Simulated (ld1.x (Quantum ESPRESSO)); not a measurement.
## Pseudopotential generation for N: RRKJ, PBEsol, fully relativistic.

The input file (ld1.x (Quantum ESPRESSO) 7.5):

```
&input
   title='N', zed=7., rel=2, dft='PBESOL', iswitch=3,
   config='[He] 2s2 2p2.5', rel_dist='average',
   nld=3, rlderiv=1.35, eminld=-4.0, emaxld=5.0, deld=0.02
 /
 &inputp
   pseudotype=2, tm=.false., rho0=0.005, lloc=-2, rcloc=0.75,
   nlcc=.true., new_core_ps=.true., rcore=0.50,
   file_pseudopw='N.UPF', file_wfcaegen='ae.wfc', file_wfcncgen='nc.wfc', file_beta='beta', file_chi='chi'
 /
2
2S  1  0   2.00   0.00  0.70  0.70  0.0
2P  2  1   2.50   0.00  1.25  1.25  0.0
 &test
   configts(1)='2s2 2p2.5'
 /
```

Command:

```bash
ld1.x < N.in > N.out
```

Output (shortened: banner, matrices, multipoles, cross overlaps and the repeated all-electron block are left out):

```
Program LD1 v.7.5
     --------------------------- All-electron run ----------------------------

     N
     dirac relativistic calculation

     atomic number is  7.00
     dft =PBESOL   lsd =0 sic =0 latt =0  beta=0.20 tr2=1.0E-14
     Exchange-correlation= PBESOL
                           (   1   4  10   8   0   0   0)
     mesh =1085 r(mesh) =  99.89202 a.u. xmin = -7.00 dx = 0.01250
     1 Ry =  13.60569312 eV, c = 137.03599908

     n l j   nl                  e(Ry)          e(Ha)          e(eV)
     Spin orbit split results
     1 0 0.5 1S 1( 2.00)       -28.7269       -14.3635      -390.8497
     2 0 0.5 2S 1( 2.00)        -1.8360        -0.9180       -24.9799
     2 1 0.5 2P 1( 0.83)        -0.9840        -0.4920       -13.3876
     2 1 1.5 2P 1( 1.67)        -0.9824        -0.4912       -13.3663
     Averaged results
     1 0     1S 1( 2.00)       -28.7269       -14.3635      -390.8497
     2 0     2S 1( 2.00)        -1.8360        -0.9180       -24.9799
     2 1     2P 1( 2.50)        -0.9829        -0.4915       -13.3734

     final scf error:  8.0E-15 reached in  22 iterations

     Etot =    -108.111677 Ry,     -54.055838 Ha,   -1470.934295 eV

     Ekin =     107.873181 Ry,      53.936591 Ha,    1467.689401 eV
     Encl =    -251.832993 Ry,    -125.916496 Ha,   -3426.362419 eV
     Eh   =      48.184676 Ry,      24.092338 Ha,     655.585916 eV
     Exc  =     -12.336541 Ry,      -6.168271 Ha,    -167.847192 eV

     normalization and overlap integrals

     s(1S/1S) =  1.000000  <r> =   0.2302  <r2> =    0.0717  r(max) =   0.1483
     s(2S/2S) =  1.000000  <r> =   1.2859  <r2> =    1.9923  r(max) =   1.0041
     s(2P/2P) =  1.000000  <r> =   1.3663  <r2> =    2.4047  r(max) =   0.9433
     s(2P/2P) =  1.000000  <r> =   1.3676  <r2> =    2.4093  r(max) =   0.9433

     ------------------------ End of All-electron run ------------------------

     --------------------- Generating NC pseudopotential ---------------------

      Generating local potential from pseudized AE potential:
      Matching radius rcloc =   0.7500
      Enforcing V''(0)=0 (lloc=-2)

      Local pseudo, rcloc= 0.744 Estimated cut-off energy=    52.90 Ry

      Computing core charge for nlcc:

       r > 0.50 : true rho core
      Core charge pseudized with two Bessel functions
      Integrated core pseudo-charge :   0.92

     Fully relativistic calculation: |psi|^2

     Wfc 2S LC norm =  0.99993372 SC norm =  0.00005904 missing  0.00000725

     Wfc 2P LC norm =  0.99994635 SC norm =  0.00005329 missing  0.00000035

     Wfc 2P LC norm =  0.99994643 SC norm =  0.00004208 missing  0.00001148

      Wfc   2S  rcut= 0.708  Estimated cut-off energy=       81.14 Ry
      Using 4 Bessel functions for this wfc, rho(0) = 0.005
      This function has    0 nodes for 0 < r <    0.708

      Wfc   2P  rcut= 1.257  Estimated cut-off energy=      110.94 Ry
      This function has    0 nodes for 0 < r <    1.257

      Wfc   2P  rcut= 1.257  Estimated cut-off energy=      110.94 Ry
      This function has    0 nodes for 0 < r <    1.257

     ------------------- End of pseudopotential generation -------------------

     Computing logarithmic derivative in   1.34697
     Computing logarithmic derivative in   1.34697
     Computing the partial wave expansion
     R is outside the sphere for l=    0 j= 0.50
     R is outside the sphere for l=    1 j= 0.50
     R is outside the sphere for l=    1 j= 1.50

     ---------------------- Testing the pseudopotential ----------------------

     N
     dirac relativistic calculation

     atomic number is  7.00   valence charge is  5.00
     dft =PBESOL   lsd =0 sic =0 latt =0  beta=0.20 tr2=1.0E-14
     mesh =1085 r(mesh) =  99.89202 xmin = -7.00 dx = 0.01250

     n l  j  nl             e AE (Ry)       e PS (Ry)    De AE-PS (Ry)
     1 0 0.5 2S   1( 2.00)       -1.83599       -1.83600        0.00001
     2 1 0.5 2P   1( 0.83)       -0.98397       -0.98397       -0.00000
     2 1 1.5 2P   1( 1.67)       -0.98240       -0.98241        0.00001

     eps = 5.0E-15  iter =  6

     Etot =    -108.111677 Ry,     -54.055838 Ha,   -1470.934295 eV
     Etotps =   -20.910533 Ry,     -10.455267 Ha,    -284.502300 eV

     Ekin =      12.059537 Ry,       6.029768 Ha,     164.078356 eV
     Encl =     -41.231344 Ry,     -20.615672 Ha,    -560.981010 eV
     Ehrt =      13.915732 Ry,       6.957866 Ha,     189.333173 eV
     Ecxc =      -6.227577 Ry,      -3.113789 Ha,     -84.730502 eV
     (Ecc =      -2.009430 Ry,      -1.004715 Ha,     -27.339690 eV)
     Epseu=       0.573119 Ry,       0.286560 Ha,       7.797683 eV

     ---------------------- End of pseudopotential test ----------------------
```

Generation and configuration tests took about 0.68 s on one core of a shared server CPU.

Transferability test of the new file with ld1.x, input:

```
&input
   title='N', zed=7., rel=2, dft='PBESOL', iswitch=2,
   config='[He] 2s2 2p2.5', rel_dist='average'
 /
 &test
   file_pseudo='N.UPF', nconf=8,
   configts(1)='2s2 2p2.5',
   configts(2)='2s2 2p3',
   configts(3)='2s2 2p2',
   configts(4)='2s2 2p1',
   configts(5)='2s1 2p0',
   configts(6)='2s2 2p3.3',
   configts(7)='2s2 2p0',
   configts(8)='2s0 2p5'
 /
```

```bash
ld1.x < N.test.in > N.test.out
```

Pseudopotential blocks of its output, shortened (energy terms left out):

```
     ---------------------- Testing the pseudopotential ----------------------

     n l  j  nl             e AE (Ry)       e PS (Ry)    De AE-PS (Ry)
     1 0 0.5 2S   1( 2.00)       -1.83599       -1.83600        0.00001
     2 1 0.5 2P   1( 0.83)       -0.98397       -0.98397       -0.00000
     2 1 1.5 2P   1( 1.67)       -0.98240       -0.98241        0.00001

     eps = 5.6E-15  iter = 10

     Etot =    -108.111677 Ry,     -54.055838 Ha,   -1470.934294 eV
     Etotps =   -20.910533 Ry,     -10.455267 Ha,    -284.502298 eV

     ---------------------- End of pseudopotential test ----------------------

          ---------------------- Testing the pseudopotential ----------------------

     n l  j  nl             e AE (Ry)       e PS (Ry)    De AE-PS (Ry)
     1 0 0.5 2S   1( 2.00)       -1.35644       -1.35625       -0.00019
     2 1 0.5 2P   1( 1.00)       -0.51805       -0.51820        0.00015
     2 1 1.5 2P   1( 2.00)       -0.51665       -0.51681        0.00016

     eps = 7.2E-15  iter = 18

     Etot =    -108.483781 Ry,     -54.241890 Ha,   -1475.997027 eV
     Etotps =   -21.282697 Ry,     -10.641349 Ha,    -289.565847 eV
     dEtot_ae =      -0.372104 Ry
     dEtot_ps =      -0.372164 Ry,   Delta E=       0.000060 Ry

     ---------------------- End of pseudopotential test ----------------------

          ---------------------- Testing the pseudopotential ----------------------

     n l  j  nl             e AE (Ry)       e PS (Ry)    De AE-PS (Ry)
     1 0 0.5 2S   1( 2.00)       -2.37435       -2.37423       -0.00013
     2 1 0.5 2P   1( 0.67)       -1.51507       -1.51412       -0.00094
     2 1 1.5 2P   1( 1.33)       -1.51331       -1.51239       -0.00092

     eps = 4.8E-15  iter = 11

     Etot =    -107.490016 Ry,     -53.745008 Ha,   -1462.476168 eV
     Etotps =   -20.289058 Ry,     -10.144529 Ha,    -276.046701 eV
     dEtot_ae =       0.621661 Ry
     dEtot_ps =       0.621475 Ry,   Delta E=       0.000186 Ry

     ---------------------- End of pseudopotential test ----------------------

          ---------------------- Testing the pseudopotential ----------------------

     n l  j  nl             e AE (Ry)       e PS (Ry)    De AE-PS (Ry)
     1 0 0.5 2S   1( 2.00)       -3.59855       -3.59513       -0.00343
     2 1 0.5 2P   1( 0.33)       -2.74758       -2.73912       -0.00846  !
     2 1 1.5 2P   1( 0.67)       -2.74541       -2.73701       -0.00839  !

     eps = 9.8E-15  iter =  9

     Etot =    -105.377862 Ry,     -52.688931 Ha,   -1433.738852 eV
     Etotps =   -18.180723 Ry,      -9.090361 Ha,    -247.361334 eV
     dEtot_ae =       2.733815 Ry
     dEtot_ps =       2.729811 Ry,   Delta E=       0.004004 Ry

     ---------------------- End of pseudopotential test ----------------------

          ---------------------- Testing the pseudopotential ----------------------

     n l  j  nl             e AE (Ry)       e PS (Ry)    De AE-PS (Ry)
     1 0 0.5 2S   1( 1.00)       -6.41069       -6.38608       -0.02461  !
     2 1 0.5 2P   1( 0.00)       -5.67167       -5.61372       -0.05795  !
     2 1 1.5 2P   1( 0.00)       -5.66850       -5.61082       -0.05767  !

     eps = 2.9E-15  iter =  9

     Etot =     -96.234492 Ry,     -48.117246 Ha,   -1309.336965 eV
     Etotps =    -9.076119 Ry,      -4.538059 Ha,    -123.486890 eV
     dEtot_ae =      11.877185 Ry
     dEtot_ps =      11.834414 Ry,   Delta E=       0.042770 Ry

     ---------------------- End of pseudopotential test ----------------------

          ---------------------- Testing the pseudopotential ----------------------

     n l  j  nl             e AE (Ry)       e PS (Ry)    De AE-PS (Ry)
     1 0 0.5 2S   1( 2.00)       -1.10261       -1.10225       -0.00036
     2 1 0.5 2P   1( 1.10)       -0.27465       -0.27474        0.00008
     2 1 1.5 2P   1( 2.20)       -0.27335       -0.27344        0.00009

     eps = 7.7E-15  iter = 18

     Etot =    -108.601668 Ry,     -54.300834 Ha,   -1477.600974 eV
     Etotps =   -21.400622 Ry,     -10.700311 Ha,    -291.170302 eV
     dEtot_ae =      -0.489992 Ry
     dEtot_ps =      -0.490089 Ry,   Delta E=       0.000097 Ry

     ---------------------- End of pseudopotential test ----------------------

          ---------------------- Testing the pseudopotential ----------------------

     n l  j  nl             e AE (Ry)       e PS (Ry)    De AE-PS (Ry)
     1 0 0.5 2S   1( 2.00)       -4.98715       -4.97103       -0.01612  !
     2 1 0.5 2P   1( 0.00)       -4.17749       -4.14530       -0.03219  !
     2 1 1.5 2P   1( 0.00)       -4.17483       -4.14280       -0.03203  !

     eps = 8.4E-15  iter = 13

     Etot =    -101.931904 Ry,     -50.965952 Ha,   -1386.854202 eV
     Etotps =   -14.753096 Ry,      -7.376548 Ha,    -200.726092 eV
     dEtot_ae =       6.179773 Ry
     dEtot_ps =       6.157438 Ry,   Delta E=       0.022335 Ry

     ---------------------- End of pseudopotential test ----------------------

          ---------------------- Testing the pseudopotential ----------------------

     n l  j  nl             e AE (Ry)       e PS (Ry)    De AE-PS (Ry)
     1 0 0.5 2S   1( 0.00)       -1.42026       -1.41870       -0.00156
     2 1 0.5 2P   1( 1.67)       -0.57790       -0.57847        0.00057
     2 1 1.5 2P   1( 3.33)       -0.57648       -0.57705        0.00057

     eps = 4.3E-15  iter = 15

     Etot =    -106.800981 Ry,     -53.400490 Ha,   -1453.101371 eV
     Etotps =   -19.602329 Ry,      -9.801165 Ha,    -266.703277 eV
     dEtot_ae =       1.310696 Ry
     dEtot_ps =       1.308204 Ry,   Delta E=       0.002492 Ry

     ---------------------- End of pseudopotential test ----------------------
```
